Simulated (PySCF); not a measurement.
PySCF job for C2H5S, SMILES C[CH]S, multiplicity 2, SMD-ωB97X/6-31G*. Coordinates come from a B3LYP-D3(BJ)/def2-TZVP optimisation. The isomer is the one that the SMILES or the coordinates give; other isomers of the formula were not compared. One conformer was computed; it need not be the lowest.

```python
import numpy as np
from pyscf import gto, scf, dft
from pyscf.solvent import smd

mol = gto.M(
    atom='''
    C    -1.68360079    0.15552637    0.07521779
    C    -0.39141772   -0.52283437    0.35732195
    S     1.13311675    0.08576223   -0.18338864
    H    -1.96805323    0.08989905   -0.98452375
    H    -2.48905496   -0.29275061    0.65912341
    H    -1.64153649    1.22043250    0.32534880
    H    -0.36058973   -1.56410775    0.64608758
    H     0.77947749    1.37817918   -0.30705615
    ''',
    basis='6-31G*',
    charge=0,
    spin=1,
    max_memory=1600,
    verbose=3,
)
mf = dft.UKS(mol, xc='wb97x').density_fit(auxbasis='def2-universal-jkfit')
mf.grids.level = 3
mf.conv_tol = 1e-9
mf.max_cycle = 100
mf.kernel()
fine, coarse = mf.grids, dft.Grids(mol).set(level=1).build(with_non0tab=True)
for _ in range(3):  # follow internal instabilities
    mf.grids = coarse
    mo, _, stable, _ = mf.stability(return_status=True, nroots=4)
    mf.grids = fine
    if stable:
        break
    mf.kernel(mf.make_rdm1(mo, mf.mo_occ))
res = {}
for name in ['water', '2-propanol', 'n-hexane']:
    s = mf.SMD()
    s.with_solvent.solvent, s.with_solvent.sasa_ng = name, 302
    s.kernel(mf.make_rdm1())
    res[name] = (s.e_tot, s.with_solvent.get_cds(), s.dip_moment(), s.mo_energy, s.converged)
    print(f'SMD {name}: dG(solv) = {(s.e_tot - mf.e_tot) * 627.509474:.3f} kcal/mol, of which CDS {res[name][1] * 627.509474:.3f}')
```

It prints:

```

WARN: HOMO -0.11476898960479 >= LUMO -0.114768989604789

converged SCF energy = -477.30401496408  <S^2> = 0.75537896  2S+1 = 2.0053717
<class 'pyscf.df.df_jk.DFUKS'> wavefunction is stable in the internal stability analysis
converged SCF energy = -477.30501813642  <S^2> = 0.75527681  2S+1 = 2.0052699
Dipole moment(X, Y, Z, Debye): -1.70069,  0.75276, -0.05420
SMD water: dG(solv) = -0.630 kcal/mol, of which CDS 2.391
converged SCF energy = -477.309806009317  <S^2> = 0.75528369  2S+1 = 2.0052767
Dipole moment(X, Y, Z, Debye): -1.67936,  0.73633, -0.05237
SMD 2-propanol: dG(solv) = -3.634 kcal/mol, of which CDS -0.813
converged SCF energy = -477.308386384223  <S^2> = 0.75534414  2S+1 = 2.005337
Dipole moment(X, Y, Z, Debye): -1.46886,  0.61358, -0.04506
SMD n-hexane: dG(solv) = -2.743 kcal/mol, of which CDS -1.694
```

The run converged.
